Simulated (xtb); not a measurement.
C3H4BF3, SMILES FB(/C=C(/F)C)F. All values are semi-empirical tight-binding results from xtb (GFN2-xTB unless named), good for trends rather than for accurate numbers. Geometry: GFN2-xTB. The structure was generated by enumeration; whether it is a known compound was not checked. One conformer was computed; it need not be the lowest.

- point group as xtb finds it = Cs
- orbital gap = 4.06 eV
- dipole moment = 1.88 D
- zero-point energy = 44.1 kcal/mol
- G − E(el) at 298.15 K (modified RRHO) = 23.7 kcal/mol
- static polarisability (D4 model) = 53.7 bohr³
- solvation energy, GFN2-xTB/ALPB(water) = -3.0 kcal/mol
- solvation energy, GFN2-xTB/ALPB(methanol) = -4.4 kcal/mol

Computed IR lines (harmonic; lines under 4 % of the strongest left out, lines within 3 cm⁻¹ merged):
ν (cm⁻¹): 535 (m), 870 (m), 908 (m), 1129 (s), 1259 (m), 1277 (s), 1336 (vs), 1392 (w), 1448 (w), 1674 (vs) (against the strongest line: vs over 80 %, s over 45 %, m over 15 %, w over 4 %, vw less)
